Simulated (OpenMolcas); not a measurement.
## Re2+: effect of the level shift or regulariser

- Program: OpenMolcas 26.06
- Basis: ANO-RCC-VQZP [9s8p6d4f3g2h]
- Scalar Hamiltonian: DKH2, point nucleus
- Active space: 5 electrons in 6 orbitals (5d 6s)
- State averaging: 2S+1 = 6 even, 6 roots; 2S+1 = 4 even, 84 roots kept (CI in the orbitals of an earlier block, 64 in the spin-orbit step); 2S+1 = 2 even, 184 roots kept (CI in the orbitals of an earlier block, 129 in the spin-orbit step)
- Spin-orbit coupling: RASSI with atomic mean-field integrals over the reference wave functions, term energies averaged over their components

Methods on the same reference wave functions:
A. CASSCF
B. MS-CASPT2, IPEA 0.25 Eh, imaginary shift 0.1 Eh (closed shells correlated: 5s 5p)
C. MS-CASPT2, IPEA 0.25 Eh, sigma2 regulariser 0.3 Eh (closed shells correlated: 5s 5p)

Energies in cm-1 above 5d5 6S 5/2, the measured ground level; measured values from the list in Brasseur, Gamrath and Quinet, At. Data Nucl. Data Tables 157, 101636 (2024).

```
                Level      A      B      C  Measured
           5d5 6S 5/2    0.0    0.0    0.0       0.0
 5d4 6s 6D 1/2 [63 %]  15733  14970  14970     14396
 5d4 6s 6D 3/2 [66 %]  17613  18120  18120     17909
        5d4 6s 6D 5/2  19959  19820  19820     19719
 5d4 6s 6D 7/2 [58 %]  22124  22400  22400     22106
          5d5 4G 11/2  22857  18880  18880     18020
           5d5 4G 9/2  23243  19290  19290     18346
        5d4 6s 6D 9/2  24133  23710  23710     23471
   5d5 2I 11/2 [75 %]  33215  28010  28010     26170
          5d5 2I 13/2  35726  30570  30570     28588
    5d5 4F 5/2 [64 %]  37502  32020  32020     30302
 5d4 6s 4H 9/2 [53 %]  39888  36190  36190          
5d4 6s 4H 11/2 [68 %]  41645  38280  38280     38168
       5d4 6s 4H 13/2  43398  40170  40170     39300
    5d5 2S 1/2 [52 %]  45107  39400  39400          
   5d5 2H 11/2 [60 %]  45581  40000  40000          
 5d4 6s 4P 5/2 [54 %]  48697  44240  44250          
5d4 6s 4G 11/2 [50 %]  51096  46420  46420          
 5d5 2D 3/2(2) [72 %]  51818  44880  44880
```

Deviations, from unrounded energies. A percentage is the sum of absolute deviations over the sum of measured energies, with the sign that they share, or ± where signs differ.

```json
{"Against measurement": "mean absolute deviation (cm-1)", "Levels": "12", "A": "3400", "B": "810", "C": "810"}
{"Against measurement": "other terms of the ground configuration (%)", "Levels": "5", "A": "+25.6", "B": "+6.0", "C": "+6.0"}
{"Against measurement": "other configurations (%)", "Levels": "7", "A": "±5.8", "B": "+1.4", "C": "+1.4"}
```

B, C lie about equally close to measurement and A furthest from it. The largest miss of B in the table is 5d5 2I 13/2, by +2000 cm-1. The ranking rests on the paired levels alone, and a cruder setting can come out closer through cancelling errors.

Between B and C no level of the table moves by more than 5 cm-1.

The two smallest mean deviations differ by little beside CASPT2's spread within terms, so their order carries little weight.

From A to B the spin-free energies of the other terms of 5d5 shown, above 6S, scale by factors of 0.82 to 0.83, as is usual when dynamic correlation screens the repulsion within a d or f shell.

The lowest spin-free term lies below A's lowest term by 0.346 hartree in B, 0.346 hartree in C.

Term energies are means over components that CASPT2 splits; among the terms shown or strongly mixed into the levels shown the widest spread is 520 cm-1 (5d5 4G, C). Some high roots are left out of the spin-orbit mixing, which shifts the levels that they would mix with. Terms from blocks run as CI alone lack orbitals of their own. Configurations are named by rounded mean occupations; where the s occupation lies near a half they are strongly mixed, a name can repeat and a true partner stay unpaired. A single d shell beside an s shell can misplace configurations of different d count against each other. Without dynamic correlation excited terms often stand tens of per cent too high (terms of higher spin than the ground term too low), and those without a measured partner can miss by more than the paired ones (holds for A). Blocks of more than 70 roots (2S+1 = 2 even) ran without multistate coupling (holds for B; C). The CASPT2 spread within a term exceeds the gap to the next term for 5d4 6s 4F and 5d5 2D(2), so the order of their levels is uncertain, and so are names and mixing where such terms share a J (holds for B; C). Computed and measured levels are paired by configuration, term and J; levels that our copy of the source lacks, or whose pairing is in doubt (as where it misses far off the trend of its configuration), stay unpaired and out of the deviations. Only configurations of the active space appear. Levels that lie high or do not pair safely by name in every column are left out.

A share in square brackets marks a mixed level and gives the weight of the term that names it, the lowest over the columns. A number in round brackets counts repeated terms of one configuration in the order of the reference energies.
